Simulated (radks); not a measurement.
Values are calculated unless marked as measured or tabulated.
Isoelectronic series with 2 electrons, all held in the configuration [He], which need not be the ground one along the series. Code: a radial shooting solver on a logarithmic mesh with Libxc functionals. Model: Dirac Kohn-Sham, BLYP, spin-unpolarised, spherical densities, finite nucleus; Fermi nuclear charge, rms radius of each element as measured or else 0.836 A^(1/3) + 0.57 fm. Total energies (hartree) and mean radii <r> (bohr):

ion    E (hartree)    1s1/2
Cr22+   -565.36755  0.06292
Cu27+   -832.23554  0.05167
Se32+  -1152.62554  0.04373
Ru42+  -1960.00158  0.03320
In47+  -2450.81729  0.02952
Xe52+  -3002.90847  0.02649
Pr57+   -3619.2568  0.02395
Gd62+   -4303.3609  0.02178
Tm67+   -5059.5162  0.01990
W72+    -5892.7094  0.01825
